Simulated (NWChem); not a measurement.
**Spin states of FNa**

SMILES: [F][Na]
```xyz
2

Na     0.0000     0.0000    -0.8497
F      0.0000     0.0000     1.0385
```
Charge 0, spin multiplicity 1.

The numbers come from NWChem runs, not from measurements. All single points use one geometry, from PBE0/def2-SVP, a minimum by its harmonic frequencies.

Basis set: def2-TZVP. The gap is E(triplet) − E(singlet) at the geometry of the singlet, so a negative value puts the higher spin lower. Open shells are unrestricted, coupled cluster uses restricted open-shell references, and the singlet is the closed-shell solution. The triplet is the single determinant that the SCF runs reached, with unpaired electrons in orbitals of symmetry a1 and b1 (C2v labels); it need not be the lowest triplet, which in molecules with degenerate π orbitals can need several determinants.

The correlated methods keep 2 core orbitals frozen. The structure started from a generated list of species. No SCF solution was tested for a lower state. Open-shell Hartree-Fock references start from PBE0 orbitals. No row is a measurement; the coupled-cluster row has its own basis-set and correlation limits.

**Question.** Order these methods by the vertical singlet-triplet gap they give, lowest first: MP2, r2SCAN, CCSD(T), PBE, HF, CAM-B3LYP.

**Answer.** HF (84.6 kcal/mol), CCSD(T) (123.8 kcal/mol), r2SCAN (125.8 kcal/mol), CAM-B3LYP (126.7 kcal/mol), PBE (128.5 kcal/mol), MP2 (131.2 kcal/mol)
